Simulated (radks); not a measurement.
Results of a calculation; reference values are marked as such.
Neutral erbium inside a hard spherical wall (all orbitals vanish at R), configuration held at [Xe] 4f12 6s2 and not refilled when levels cross. Code: a radial shooting solver on a logarithmic mesh with Libxc functionals. Model: scalar-relativistic Kohn-Sham, PBE, spin-polarised, spherical densities, finite nucleus; open shells are filled with parallel spins first (spin-orbit coupling, left out, can overturn this in heavy ions); Fermi nuclear charge, rms radius 5.2516 fm. Eigenvalues in eV for spin up, with the zero of energy where the potential of the charges vanishes at infinity; a dash marks a level that is unbound or too diffuse for the functional's potential to be trusted. A positive occupied level is held by the wall or, in an anion where self-interaction has pushed it up, behind a barrier. The pressure on the wall is -dE/dV.

R (bohr)  E (hartree)  kinetic (hartree)    e(5s)    e(5p)   e(6s)   e(4f)  e(6p, empty)  e(5d, empty)  pressure (GPa)
free      -13085.0621          14183.528  -52.257  -26.678  -3.857  -3.854             -             -               0
20        -13085.0621          14183.528  -52.257  -26.678  -3.857  -3.854        -1.140        -0.970        < 0.0001
12        -13085.0618          14183.531  -52.227  -26.648  -3.834  -3.824        -1.039        -0.929         0.00506
10        -13085.0599          14183.548  -52.107  -26.529  -3.739  -3.707        -0.790        -0.801          0.0511
8         -13085.0469          14183.631  -51.629  -26.058  -3.307  -3.239         0.074        -0.317           0.525
6         -13084.9618          14184.024  -50.066  -24.540  -1.388  -1.688         3.337         1.357            6.23
5         -13084.7943          14184.674  -48.318  -22.880   1.631   0.105         8.047         3.447            25.6
3.5       -13083.5610          14189.304  -41.487  -16.349  19.128   7.767        32.287        12.845             385
3         -13081.9716          14195.250  -35.562  -10.233  37.820  14.894        55.777        21.735            1250
2.5       -13077.8921          14209.853  -23.807    2.878  78.497  28.990        103.74        40.206            4890
